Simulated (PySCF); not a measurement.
C₄H₆NO, SMILES [N]1CCCC1=O, multiplicity 2. Atoms are numbered in the order given.

```xyz
12

O      1.9225    -0.6738    -0.4673
C      0.7971    -0.2898    -0.2266
C      0.3906     1.1215     0.1825
C     -1.0231     0.9332     0.7141
C     -1.4706    -0.3482    -0.0120
N     -0.3145    -1.1254    -0.3233
H      0.4134     1.7518    -0.7236
H      1.1137     1.5491     0.8898
H     -1.0044     0.7541     1.8006
H     -1.6925     1.7851     0.5327
H     -1.9648    -0.1117    -0.9803
H     -2.2074    -0.9604     0.5349
```
Charge 0, spin multiplicity 2.

Geometry optimised at PBE0-D3(BJ)/def2-SVP. The isomer is the one that the SMILES or the coordinates give; other isomers of the formula were not compared. The values are those of a single conformer.

These are B3LYP/def2-TZVP (PySCF) values and carry that method's errors.

The molecule is in vacuum.

Computed frontier levels, dipole moment and polarisability:
| Item | Value |
|---|---|
| α spin, highest occupied and lowest empty level | -7.56 and -0.21 eV |
| β spin, highest occupied and lowest empty level | -7.35 and -4.33 eV |
| dipole moment | 4.42 D |
| quadrupole, principal values (traceless, Buckingham form, about the centre of nuclear charge) | -6.95, 1.44, 5.51 D·Å |
| mean static polarisability | 55.6 bohr³ (8.23 Å³) |
| polarisability, principal values | 43.5, 53.8, 69.4 bohr³ |
| ⟨S²⟩ | 0.765 (pure state 0.75) |
